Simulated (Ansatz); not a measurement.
Reaction (substitution at a C–Ge bond): `[CH3][GeH2][CH2]S` + `F[Si](S)(Cl)Cl` → `CS[Si](F)(Cl)Cl` + `S[CH2][GeH3]`

Isolated molecules relaxed with PBE0-D4/def2-TZVP in Ansatz; ΔE leaves out vibrations. CCSD(T)/CBS adds triple-zeta CCSD(T) − MP2 to the extrapolated MP2 energy (def2 sets, frozen cores). This one scheme is used for every species. For Ge outer-core shells are correlated without core-valence functions, which leaves a few kJ/mol of doubt a bond. Scalar relativity is left out up to krypton. Each species was taken in one conformer, which may not be the lowest.

`[CH3][GeH2][CH2]S`:

```xyz
12

C     0.825    1.506   -0.455
Ge    0.194   -0.300   -0.823
C    -1.179   -0.808    0.489
S    -0.544   -0.820    2.183
H     1.145    1.575    0.585
H     1.664    1.761   -1.103
H     0.023    2.227   -0.623
H     1.349   -1.317   -0.692
H    -0.393   -0.401   -2.248
H    -1.969   -0.053    0.483
H    -1.639   -1.766    0.242
H     0.524   -1.604    1.962
```

`F[Si](S)(Cl)Cl`:

```xyz
6

F    -0.513    1.651    0.217
Si   -0.291    0.163   -0.270
S     1.632   -0.528    0.210
Cl   -0.459    0.123   -2.284
Cl   -1.761   -0.931    0.595
H     1.392   -0.477    1.533
```

`CS[Si](F)(Cl)Cl`:

```xyz
9

C    -0.752    0.991    0.959
S    -0.235   -0.750    1.080
Si    0.614   -0.981   -0.814
F    -0.453   -0.758   -1.964
Cl    1.328   -2.867   -0.955
Cl    2.088    0.368   -1.190
H     0.108    1.640    0.804
H    -1.482    1.127    0.164
H    -1.215    1.231    1.916
```

`S[CH2][GeH3]`:

```xyz
9

S    -0.719    1.707    0.955
C     0.156    0.848   -0.374
Ge    0.356   -1.073   -0.028
H    -1.798    0.908    0.998
H     1.147    1.303   -0.411
H    -0.324    1.029   -1.336
H     1.027   -1.772   -1.227
H    -1.045   -1.673    0.186
H     1.200   -1.278    1.236
```

| level | ΔE (kJ/mol) |
| --- | --- |
| HF/def2-TZVPP | 39.0 |
| HF/CBS(def2) | 37.8 |

Task: What does CCSD(T)/CBS give? (An estimate is asked.)

Result: The calculation gave: +41.7 kJ/mol. The listed levels differ from it by -2.7, -3.9 kJ/mol.

Largest T1 diagnostic among the species: 0.011.

In def2-TZVPP, CCSD(T) changes the Hartree–Fock value by +6.4 kJ/mol (the triples alone add −0.7 kJ/mol) and MP2 by +7.6 kJ/mol.
